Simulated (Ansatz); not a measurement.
Reaction (cleavage of the Si–Al bond): `[NH2][AlH][SiH3]` + `N=C(N)[SeH]` → `N=C(N)[Se][SiH3]` + `[NH2][AlH2]`

Calculated with Ansatz (gas phase, PBE0-D4/def2-TZVP geometries, no zero-point term in ΔE). CCSD(T)/CBS is the MP2 limit (def2-TZVPP, def2-QZVPP) plus CCSD(T) − MP2 in def2-TZVPP, frozen cores. This one scheme is used for every species. Functionals use def2-TZVPP. B3LYP here is the variant with VWN-RPA as its local correlation; programs differ in this. For Se outer-core shells are correlated without core-valence functions, which leaves a few kJ/mol of doubt a bond. Scalar relativity is left out up to krypton. One conformer a species, not always the lowest.

`[NH2][AlH][SiH3]`:

```xyz
9

N    -0.799   -1.072   -1.460
Al   -0.849    0.309   -0.357
Si    1.014    0.582    1.211
H    -0.060   -1.757   -1.491
H    -1.503   -1.289   -2.147
H    -2.102    1.276   -0.463
H     1.717    1.883    1.010
H     2.035   -0.497    1.068
H     0.548    0.563    2.629
```

`N=C(N)[SeH]`:

Z-matrix (Å, degrees):
```
C
N 1 1.365
Se 1 1.951 2 110.2
N 1 1.261 2 122.4 3 176.2
H 2 1.005 1 117.8 3 35.5
H 2 1.009 1 114.3 3 176.9
H 3 1.466 1 93.2 2 -153.1
H 4 1.012 1 113.4 2 -171.4
```

`N=C(N)[Se][SiH3]`:

Z-matrix (Å, degrees):
```
Si
Se 1 2.275
H 1 1.486 2 111.0
H 1 1.483 2 111.2 3 122.1
H 1 1.483 2 104.9 3 -118.3
C 2 1.966 1 94.9 3 -61.9
N 6 1.359 2 110.6 1 -139.3
N 6 1.262 2 126.9 1 43.9
H 7 1.004 6 118.6 2 28.2
H 7 1.008 6 115.5 2 175.2
H 8 1.013 6 113.5 2 4.2
```

`[NH2][AlH2]`:

```xyz
6

N     0.263   -0.713    0.550
Al   -0.232    0.629   -0.486
H    -0.346   -1.206    1.183
H     1.194   -1.094    0.593
H    -1.744    1.097   -0.421
H     0.864    1.287   -1.420
```

```csv
level,ΔE (kJ/mol),difference from CCSD(T)/CBS
r2SCAN-D4,-50.9,5.2
PBE0-D4,-47.3,8.8
B3LYP-D4,-53.4,2.7
ωB97M-V,-58.8,-2.7
B2PLYP,-53.4,2.7
PBE,-39.1,17.0
PBE0,-43.7,12.4
HF/def2-TZVPP,-56.3,-0.2
MP2/def2-TZVPP,-64.1,-8.0
CCSD/def2-TZVPP,-50.1,6.0
CCSD(T)/def2-TZVPP,-51.1,5.0
HF/def2-QZVPP,-56.6,-0.5
SCS-MP2/def2-QZVPP,-63.4,-7.3
HF/CBS(def2),-56.7,-0.6
MP2/CBS(def2),-69.1,-13.0
CCSD/CBS(def2),-55.1,1.0
CCSD(T)/CBS,-56.1,0
```

Largest T1 diagnostic among the species: 0.013.

The D4 term adds −6.8 kJ/mol with B3LYP and −3.6 kJ/mol with PBE0; it sums over pairs of atoms, weighted by their polarisabilities, and B3LYP, whose exchange is more repulsive, gets the larger term. From PBE to PBE0 (25 % exact exchange), in def2-TZVPP and without D4, ΔE moves by −4.6 kJ/mol.
